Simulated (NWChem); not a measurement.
Molecule: InHSF2; SMILES [F][In]([F])[SH]

```xyz
5

In    -0.0134     0.2537     0.0000
F     -1.5777     1.4077     0.0000
F      1.6835     1.2112     0.0000
S     -0.0970    -2.1128     0.0000
H      1.2541    -2.1947     0.0000
```
Atoms are numbered in this order, from 1.

Results from NWChem. All runs use the structure optimised with PBE0/def2-SVP (def2 core potentials past Kr).

For level TPSS/3-21G, non-relativistic:

| Property | Value |
|---|---|
| highest occupied level (eV) | -6.99 |
| orbital gap (eV) | 4.04 |
| dipole (D) | 1.19 |

Estimate the same quantities for level TPSS/STO-3G, non-relativistic.


* **highest occupied level (eV)**: -2.01
* **orbital gap (eV)**: 4.37
* **dipole (D)**: 0.51
